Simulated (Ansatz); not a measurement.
Mulliken charges of C2H5BOS, SMILES `BCC(O)=S` from PBE/def2-TZVPP in Ansatz (PBE0-D4/def2-TZVP geometry).

| atom | x (Å) | y (Å) | z (Å) | charge (e) |
| --- | --- | --- | --- | --- |
| B1 | -0.295 | 0.255 | 1.343 | -0.079 |
| C2 | -0.584 | 0.264 | -0.180 | -0.142 |
| C3 | 0.538 | -0.022 | -1.137 | 0.178 |
| O4 | 1.370 | -0.994 | -0.767 | -0.163 |
| S5 | 0.744 | 0.767 | -2.537 | -0.260 |
| H6 | 0.614 | -0.384 | 1.802 | 0.009 |
| H7 | -1.027 | 0.817 | 2.100 | 0.039 |
| H8 | -1.168 | 1.114 | -0.529 | 0.103 |
| H9 | -1.278 | -0.604 | -0.233 | 0.121 |
| H10 | 1.170 | -1.266 | 0.141 | 0.195 |

Task: By hand: the dipole of these point charges (1 e Å = 4.8032 D).

Result: Σ q r = (-0.296, -0.276, 0.545) e Å, of length 0.679 e Å = 3.26 D.

Task: How does the dipole of the full density compare? (Estimate.)

Result: Ansatz gave: (-0.341, -0.243, 0.668) e Å, 3.79 D; the point charges give 0.86 times that, at 6° from its direction.

Point charges leave out the atoms' own dipoles, such as those of lone pairs, and Mulliken's split depends on the basis, so the close match here is no proof of good charges.
